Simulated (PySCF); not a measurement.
## Distorted geometries of [Er(H2O)3]3+

[Er(H2O)3]3+ (singlet in the valence; each metal's 4f electrons, 11 of them, lie in its core potential, out of spins and levels). PySCF 2.14.0, RKS r2SCAN, Er lcecp-1-SVP with ECP57, O def2-SVP, H def2-SVP; non-relativistic Hamiltonian with scalar-relativistic core potentials where named; density fitting; no spin-orbit coupling. Relaxed geometry:

```xyz
10

Er    0.0000    0.0000    0.0000
O     2.2305    0.0000    0.0000
H     2.8507    0.7457    0.2068
H     2.8507   -0.7457   -0.2068
O    -1.1153    1.9317    0.0000
H    -2.0712    2.0959    0.2068
H    -0.7795    2.8417   -0.2068
O    -1.1152   -1.9317    0.0000
H    -0.7795   -2.8417    0.2068
H    -2.0712   -2.0959   -0.2068
```

Order these distorted geometries by energy above the relaxed one, lowest first.
A.
```xyz
10

Er    0.0399   -0.0106    0.0356
O     2.2130   -0.0330    0.0029
H     2.8432    0.7403    0.2276
H     2.8556   -0.7557   -0.2042
O    -1.1566    1.9682   -0.0224
H    -2.1053    2.1006    0.2125
H    -0.8153    2.8514   -0.1855
O    -1.0338   -1.9160   -0.0078
H    -0.7613   -2.8555    0.1938
H    -2.0793   -2.0897   -0.2526
```
B.
```xyz
10

Er    0.0932    0.0414    0.1889
O     2.4692    0.0929    0.2453
H     2.7188    0.6870   -0.0589
H     3.0675   -0.8146   -0.2142
O    -1.3209    1.7494   -0.2575
H    -1.9015    2.2284    0.1902
H    -0.9527    2.7807   -0.1282
O    -1.1470   -1.8699    0.0480
H    -0.9642   -2.4752    0.2421
H    -2.0625   -2.4200   -0.2557
```
C.
```xyz
10

Er   -0.0832    0.0513    0.0064
O     2.1968   -0.0168    0.0607
H     2.7861    0.7954    0.1884
H     2.8411   -0.8016   -0.2377
O    -1.0239    1.9463    0.0228
H    -2.0906    2.0110    0.2547
H    -0.7580    2.7619   -0.2441
O    -1.1083   -1.9014   -0.0547
H    -0.6663   -2.7286    0.1837
H    -2.0935   -2.1174   -0.1802
```

A (0.26 eV), C (0.75 eV), B (12.76 eV).

Which forces (eV/Å) act in the one that lies 12.76 eV up?


```
Er   -0.24  -0.49  -0.05
O   -12.46 -33.44  12.37
H    13.53  29.59 -14.86
H    -1.79   3.77   2.09
O     7.22   0.64  -1.88
H    -8.18   1.68   4.28
H     1.41  -2.21  -2.03
O   -18.00  45.17 -16.52
H    17.37 -47.80  16.66
H     1.15   3.10  -0.06
```
Forces carry noise of the integration grid, about 0.01 to 0.03 eV/Å.

No frequency check is given that shows the relaxed geometry to be a minimum. An lcecp potential fixes the number of 4f electrons, so in runs with it no electron can move into or out of that shell.
